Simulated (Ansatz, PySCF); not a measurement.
Here is a job for PySCF.
```python
from pyscf import gto, scf, dft

mol = gto.Mole()
mol.atom = '''
    Au   -0.221531   -0.218772   -0.207243
    O     1.679904    1.201703    1.425405
    C     0.676949    1.278232    0.828163
'''
mol.basis = 'def2-svp'
mol.ecp = {'Au': 'def2-svp'}
mol.charge = 0
mol.spin = 1
mol.verbose = 4
mol.build()

mf = dft.UKS(mol)
mf.xc = 'r2scan'
mf.grids.atom_grid = (99, 590)
mf.grids.prune = None
mf.kernel()
```

Write the same job for Ansatz (a program for electronic structure).

This is not unique; one that fits is 
Ansatz 0.2 input:
```yaml
crystal:
  periodic: [false, false, false]
  atoms:
    - {symbol: Au, position_ang: [-0.22153076, -0.21877232, -0.20724330]}
    - {symbol: O, position_ang: [1.67990417, 1.20170291, 1.42540504]}
    - {symbol: C, position_ang: [0.67694946, 1.27823174, 0.82816337]}
basis:
  gaussian:
    orbitals: def2-SVP
hamiltonian:
  xc: r2scan
magnetization: {spin_polarized: true, initial_magnetization: 1}
accuracy: high
```

Both were run: PySCF gave -248.945286 Eh and Ansatz -248.945318 Eh, 0.033 mEh apart.
